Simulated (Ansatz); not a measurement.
Species: CTa, net charge 0, doublet state. The spin state was set by rule; other spins were not relaxed. 
Coordinates optimised at B3LYP-D3(BJ)/def2-TZVP (Ansatz, a quantum-chemistry and plane-wave program):
```xyz
2

Ta     0.0000     0.0000    -0.1333
C      0.0000     0.0000     1.6222
```
Charge 0, spin multiplicity 2.

Basis-set convergence of Hartree-Fock and CCSD(T) correlation energies (hartree) with Ansatz. Cores are frozen in the correlated levels unless marked. UHF or UKS for open shells. Spin-orbit coupling is left out. Frozen are the shells of the preceding noble gas and the d and f shells that filled before the atom's block. In def2 rows, elements after Kr have scalar-relativistic effective core potentials.

The UHF reference is spin-contaminated (<S^2> 1.25 over the pure value in the largest basis). The T1 diagnostic of CCSD in the largest basis is 0.119, which is high, so the coupled-cluster rows are less sure than usual.

```tsv
basis	functions	E(HF)	E(corr, CCSD(T))
def2-SVP	46	-93.98501	-0.24555
def2-TZVPP	87	-94.04299	-0.29037
def2-QZVPP	138	-94.04578	-0.30249
```

Extrapolating the two largest sets (X = 3 and 4) as X^-3: E(corr) = (64·(-0.30249) - 27·(-0.29037))/37 = -0.3113 Eh, an estimate of the basis-set limit. The largest set recovers 97.2 % of it, the smallest 78.9 %.
